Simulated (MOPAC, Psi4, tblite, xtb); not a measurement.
Dimer CH2O2 ··· H3B (SMILES O=CO and B), singlet at R = 2.40 Å between the centres of mass, closest contact 1.98 Å (lowest of the rigid-body minima from ten starts at GFN2-xTB). Geometry in Å and degrees:

```
O
C 1 1.1967
O 2 1.3438 1 125.19
H 3 0.9719 2 107.72 1 -0.04
H 2 1.0973 1 125.24 3 179.98
B 1 1.9829 2 117.01 5 -168.51
H 6 1.1893 1 89.79 2 50.55
H 6 1.1893 7 120.00 4 30.36
H 6 1.1893 7 120.00 8 -179.98
```

- GFN2-xTB (tblite)
- SAPT0/jun-cc-pVDZ, frozen core (Psi4)
- PBE0/def2-TZVP, counterpoise-corrected (Psi4)
- PBE0-D3(BJ)/def2-TZVP, counterpoise-corrected (Psi4)
- PBE/def2-TZVP, counterpoise-corrected (Psi4)
- PBE-D3(BJ)/def2-TZVP, counterpoise-corrected (Psi4)
- HF/aug-cc-pVDZ, counterpoise-corrected (Psi4)
- MP2/aug-cc-pVDZ = DF-MP2/aug-cc-pVDZ, frozen core, counterpoise-corrected (Psi4 1.11)
- SCS-MP2/aug-cc-pVDZ = DF-SCS-MP2/aug-cc-pVDZ, frozen core, counterpoise-corrected run with Psi4
- AM1, restricted, heats of formation (MOPAC)
- PM3, restricted, heats of formation (MOPAC)
- GFN1-xTB (xtb)

Problem. What interaction energy does each level give?

Solution. 
```
method                 E_int / kcal/mol
---------------------  ----------------
PM3                              -20.74
PBE-D3(BJ)/def2-TZVP             -12.65
PBE0-D3(BJ)/def2-TZVP            -11.35
PBE/def2-TZVP                    -11.17
AM1                              -11.11
GFN1-xTB                         -10.48
PBE0/def2-TZVP                   -10.07
GFN2-xTB                          -9.36
MP2/aug-cc-pVDZ                   -6.89
SAPT0/jun-cc-pVDZ                 -6.50
SCS-MP2/aug-cc-pVDZ               -4.83
HF/aug-cc-pVDZ                     0.72
```
